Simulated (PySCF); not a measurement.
**Dipole response of Ag⁺ (silver, charge +1)**

[Kr] 4d10, closed-shell 1S. All numbers are calculated (PySCF 2.14, scalar relativity by spin-free X2C-1e, in ANO-RCC-VTZP). Coupled (time-dependent) response in atomic units; α is the mean over directions. The basis has no added diffuse functions, which lowers α and C₆.

| method | mean α (bohr³) | C₆ (like pair) | S(−4) |
| --- | --- | --- | --- |
| wB97X | 8.712 | 47.82 | 31.77 |

S(−4) is the Cauchy moment in α(ω) = α(0) + S(−4) ω² + …

α(iu) at wB97X:

```tsv
u (hartree)	α(iu) (bohr³)
0	8.712
0.0500	8.634
0.100	8.413
0.200	7.696
0.300	6.878
0.500	5.538
0.750	4.466
1.00	3.746
1.50	2.751
2.00	2.069
3.00	1.242
5.00	0.5613
```

A single London oscillator, α(iu) = α/(1 + u²/ω²), gives C₆ = (3/4) ω α². Matching the computed C₆ needs ω = 4 × 47.82 / (3 × 8.712²) = 0.840 hartree.

For an ion, C₆ is the dispersion term alone; charge-induced terms of lower order in 1/R come first.
